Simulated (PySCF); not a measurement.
# How methods differ on the ionisation energy of F⁺

F⁺ [He] 2s2 2p4 (3P) → F²⁺ [He] 2s2 2p3 (4S), as a difference of total energies. Calculation: PySCF 2.14, in jorge-DZP-DKH (4s2p1d, 15 functions); scalar relativity by spin-free X2C-1e. Correlated levels: valence: 1s2 frozen. The calculations carry no spin-orbit coupling.

```
           method  ionisation energy (eV)
              UHF                  33.518
             MN15                  35.532
    MP2 (valence)                  34.200
SCS-MP2 (valence)                  34.189
   CCSD (valence)                  34.205
```

Estimate what BP86 gives.

35.752 eV, closest to MN15 among the rows shown.

Estimate what CCSD(T) (valence) gives.

34.220 eV, closest to CCSD (valence) among the rows shown.

Errors of the correlated levels include the incompleteness of this basis and the frozen core.

For comparison: 34.950 eV (measured; NIST levels, between the centres of gravity of the two terms).
